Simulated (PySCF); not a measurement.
# Si: excitation energy

Si [Ne] 3s2 3p2 (3P) → Si [Ne] 3s2 3p1 4s1 (3P), as a difference of total energies. All numbers are calculated (PySCF 2.14, no relativity, point nucleus, in aug-cc-pV(D+d)Z). Correlated levels: valence: [Ne] frozen. The calculations carry no spin-orbit coupling.

```json
{"method": "UHF", "excitation energy (cm⁻¹)": "39699"}
{"method": "LDA", "excitation energy (cm⁻¹)": "40352"}
{"method": "PBE", "excitation energy (cm⁻¹)": "40469"}
{"method": "PBE0", "excitation energy (cm⁻¹)": "41119"}
{"method": "r2SCAN", "excitation energy (cm⁻¹)": "42691"}
{"method": "TPSSh", "excitation energy (cm⁻¹)": "41733"}
{"method": "BLYP", "excitation energy (cm⁻¹)": "39607"}
{"method": "B3LYP", "excitation energy (cm⁻¹)": "40353"}
{"method": "M06-2X", "excitation energy (cm⁻¹)": "38990"}
{"method": "MP2 (valence)", "excitation energy (cm⁻¹)": "40495"}
{"method": "SCS-MP2 (valence)", "excitation energy (cm⁻¹)": "40232"}
```

The promoted electron is Rydberg-like, and one or two diffuse shells describe it only roughly, which tends to raise the upper state.
